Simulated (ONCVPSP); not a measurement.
**I: one change to an ONCV potential, before and after**

ONCVPSP 4.0.1 input, shortened (lines: element, Z, core and valence counts, functional; n l f; lmax; l rc ep ncon nbas qcut; lloc lpopt rc5 dvloc0; l nproj debl; icmod fcfact rcfact), LDA (Perdew-Wang 92), scalar-relativistic:

```
  I 53.00    8    3  -001012      upf
    1    0    2.00
    2    0    2.00
    2    1    6.00
    3    0    2.00
    3    1    6.00
    3    2   10.00
    4    0    2.00
    4    1    6.00
    4    2   10.00
    5    0    2.00
    5    1    5.00
    2
    0    1.55    0.00    4    8    3.70
    1    1.90    0.00    3    7    4.90
    2    0.95    0.00    3    7    8.60
    4    5    0.90    2.00
    0    2    4.00
    1    2    2.30
    2    3    2.50
    3    5.50    1.60
```

All-electron outer shells of the reference configuration (LDA (PZ), scalar-relativistic, ld1.x):

```
shell  level (eV)  outermost node (bohr)  outermost maximum (bohr)
   4s     -180.16                   0.37                      0.68
   4p     -127.33                   0.37                      0.72
   4d      -50.33                   0.35                      0.78
   5s      -17.65                   0.88                      1.70
   5p       -7.25                   0.96                      2.02
```

Change: s: debl 0.55. In the s channel the program set the typed energies aside and used -0.649, 0.250 Ha.

Cutoffs: the cutoffs (Ha) at which the residual kinetic energy of the hardest occupied pseudo-wave falls to 1 and 0.1 mHa per electron; they do not see the model core or the augmentation charge, which bear on the density cutoff. Errors are all-electron minus pseudo energies relative to the spin-unpolarised reference configuration.

Q: How do hardness, ghosts and transferability respond?

A: The potential gets neither clearly harder nor softer (191 Ha and 294 Ha → 191 Ha and 294 Ha); both files keep a bound ghost (p, s); of the 4 tests that both files solve, the error grows in 1 and shrinks in 0 by more than 15 % and 0.3 meV (median size 3.5 → 3.8 meV); the range in which the s phases agree narrows (upper end at the end of the scan → 3.6).

```tsv
quantity	base	changed
cutoff, loose	191 Ha	191 Ha
cutoff, tight	294 Ha	294 Ha
bound ghosts	s, p	s, p
GHOST(+) flags under 300 eV	s at 172.2 eV	none
error for 4d10 5s2 5p4, meV [ΔE 11.30 eV]	-2.6	-2.6
error for 4d10 5s2 5p3, meV [ΔE 31.36 eV]	-4.5	-4.8
error for 4d10 5s2 5p2, meV [ΔE 60.97 eV]	-1.6	-2.7
error for 4d10 5s1 5p5, meV [ΔE 22.37 eV]	-5.4	-5.5
s: phases at 1.57 bohr within 0.05 rad from the reference energy up to (Ha; the scan ends near 5)	to the end of the scan	3.6
p: phases at 1.93 bohr within 0.05 rad from the reference energy up to (Ha; the scan ends near 5)	4.6	4.6
d: phases at 0.96 bohr within 0.05 rad from the reference energy up to (Ha; the scan ends near 5)	to the end of the scan	to the end of the scan
rms error of d²Exc/dni dnj with the model core, mHa	0.79	0.79
```

 A true bound ghost makes a file unfit for plane-wave use even where its test errors are small: the radial tests pick states by their node count and pass the ghost by.
